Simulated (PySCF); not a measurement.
Two species compared at the same levels of theory.

First species: C7H10F (charge +1).
SMILES: `C[C@@]1(CF)C=C[CH+]C1`

Second species: C₄H₄N₂O₂S.
InChI=1S/C4H4N2O2S/c1-8-4(7)3-2-5-6-9-3/h2H,1H3

Levels: CAM-B3LYP/def2-SVPD for HOMO energy, LUMO energy, HOMO–LUMO gap, static isotropic polarisability and electronic spatial extent ⟨r²⟩ about the centre of nuclear charge; TDDFT CAM-B3LYP/def2-SVPD for lowest singlet excitation; TDA CAM-B3LYP/def2-SVPD for lowest triplet excitation (Tamm–Dancoff); GFN2-xTB for rotational constant A and rotational constant C. Geometries: GFN2-xTB. All species are isolated and taken at one optimised geometry, non-relativistic unless stated. Electronic properties by PySCF.

Dipoles, sizes and rotational constants follow the conformer. The torsions of the flexible species, by atom-mapped SMILES:
- `[CH3:1][C@@:2]1([CH2:3][F:4])[CH:5]=[CH:6][CH+:7][CH2:8]1`: C1–C2–C3–F4 -67°
- `[CH3:1][O:2][C:3](=[O:4])[c:5]1[cH:6][n:7][n:8][s:9]1`: C1–O2–C3–O4 1°, O2–C3–C5–C6 -179°

Which has the higher S1 energy?

The first: 4.49 eV against 3.67 eV, a difference of 0.82 eV.

Which of the two has the higher T1 energy, and by how much?

The second: 3.05 eV against 2.97 eV, a difference of 0.08 eV.

Which of the two has the higher rotational constant A, and by how much?

The first: 3.578 GHz against 3.509 GHz, a difference of 0.069 GHz.

Which has the higher static isotropic polarisability?

The second: 83.6 au against 74.5 au, a difference of 9.1 au.

Which of the two has the higher HOMO energy, and by how much?

The second: -9.11 eV against -15.22 eV, a difference of 6.11 eV.

Which has the higher rotational constant C?

The first: 1.477 GHz against 0.767 GHz, a difference of 0.710 GHz.

Which has the higher LUMO energy?

The second: -1.55 eV against -7.68 eV, a difference of 6.13 eV.

Which of the two has the higher ⟨r²⟩, and by how much?

The second: 1401 bohr² against 896 bohr², a difference of 505 bohr².

On the first: In wavenumbers S1 is 36200 cm⁻¹ (1 eV = 8065.54 cm⁻¹). S1 lies 3.05 eV below the HOMO–LUMO gap; its leading configuration is HOMO→LUMO, weight 0.67.

On the second: S1 lies 3.89 eV below the HOMO–LUMO gap; its leading configuration is HOMO→LUMO, weight 0.94. The principal polarisabilities are 53.4, 89.4 and 108.2 au; their mean is the isotropic value.
